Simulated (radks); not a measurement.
Dynamic dipole polarisability and lines of the cerium ion Ce4+, [Xe]. All-electron calculation, scalar-relativistic Kohn-Sham, LDA (Slater exchange, Perdew-Wang correlation), spin-unpolarised, spherical densities, finite nucleus; Fermi nuclear charge, rms radius of each element as measured or else 0.836 A^(1/3) + 0.57 fm. Program: a radial shooting solver on a logarithmic mesh with Libxc functionals. Time-dependent linear response with the Hartree and adiabatic LDA kernel, continuum included through the Sternheimer equations, no spin-orbit coupling, so fine structure and intercombination lines are absent. Lines are the poles of the dipole polarisability below minus the highest occupied eigenvalue, found on a grid refined at the orbital gaps; the lowest seven at most are given, and weak or close lines can be missed. The first line takes the name of the lowest orbital gap if no other gap lies below it; otherwise a line is named after a gap within 0.6 % of it, if that gap stands alone.

| photon energy (eV) | alpha (bohr^3) |
|---|---|
| 0 | 5.808 |
| 0.989 | 5.814 |
| 6.923 | 6.088 |
| 12.856 | 6.917 |
| 18.790 | 8.679 |
| 24.724 | 15.49 |
| 30.658 | 5.015 |
| 36.592 | -10.59 |
| 42.525 | -3.034 |
| 48.459 | -3.230 |
| 54.393 | -2.460 |

Lines (eV, oscillator strength): 30.186 (41.07 nm, 5p-5d), f = 3.34; 31.061 (39.92 nm, unassigned), f = 3.03; 44.751 (27.71 nm, unassigned), f = 0.256; 45.244 (27.40 nm, unassigned), f = 0.196; 50.748 (24.43 nm, unassigned), f = 0.0425; 53.881 (23.01 nm, unassigned), f = 0.0338. Higher lines, where found, are left out when the end of the mesh affects them. Those listed give 90 % of the static polarisability (sum of f/w^2). Orbital energy gaps for comparison: 5p-5d 24.663 eV; 5p-6s 30.794 eV; 5p-6d 44.060 eV; 5p-7s 45.209 eV; 5p-7d 50.529 eV.
